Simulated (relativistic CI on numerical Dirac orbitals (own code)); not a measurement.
## Hyperfine structure of Nb²⁷⁺, mass number 93

Computed by Dirac-Coulomb-Breit CI, KLI orbitals optimised for each configuration, QED by a radiative potential, unscaled Slater integrals (own radial code, finite nucleus).

Configurations in the expansion (outside the closed core [Ne]): 3s²3p², 3s3p³, 3s²3p3d, 3p⁴, 3s3p²3d, 3p³3d, 3s3p3d², 3s²3d4p, 3p³4s, 3s3p3d4s, 3p³4p, 3s²3p4s, 3s²3d², 3s3d³, 3p²3d², 3p3d³, 3p3d²4s, 3s²3d4s, 3s3d²4s, 3s3p3d4p, 3s3d²4p, 3p3d²4p, 3s3d4s4p. Double excitations out of closed p, d and f shells are left out; levels of such configurations are missing from the list, as are those of other unlisted configurations, and high levels can miss mixing partners.

Nuclear spin I = 9/2, μ = 6.163 μN, Q = -0.32 b (tables of Stone and Pyykkö). The electronic factors are computed for point nuclear moments, without core polarisation or the Bohr-Weisskopf and QED corrections.

| Level | E (eV) | A (GHz) | B (GHz) |
| --- | --- | --- | --- |
| 3s²3p² ³P1 | 17.449 | -5.526 | -7.95 |
| 3s3p³ ⁵S°2 | 80.742 | 181.1 | -4.96 |
| 3s3p³ ³D°1 | 96.013 | -87.27 | -12.7 |
| 3s3p³ ³D°2 | 100.575 | 123.8 | -15 |
| 3s3p³ ³D°3 | 106.605 | 156.3 | 2.19 |
| 3s3p³ ³P°1 | 118.301 | 166.7 | 13.5 |
| 3s²3p3d ³F°2 | 125.475 | 67.25 | -2.11 |
| 3s3p³ ³S°1 | 131.642 | 19.04 | -0.904 |

Levels with J = 0, under 50 % of one LS term, or S terms without an open s electron are left out. Small factors come from cancelling terms and can be off by tens of per cent or more.

At this charge energies of transitions that change n are usually good to better than 1 %, and those within a shell (Δn = 0) to a few per cent.

(1) Give the hyperfine levels of 3s²3p² ³P1 relative to its centre of gravity.

Answers

(1) With K = F(F + 1) − I(I + 1) − J(J + 1), E = AK/2 + B[¾K(K + 1) − I(I + 1)J(J + 1)]/[2I(2I − 1)J(2J − 1)]: F = 7/2: 26.75, F = 9/2: 10.82, F = 11/2: -26.85 GHz.

LS names give the leading component of a level, which can be under half, so a name can repeat, a term be missing and a line seem to break the LS rules.
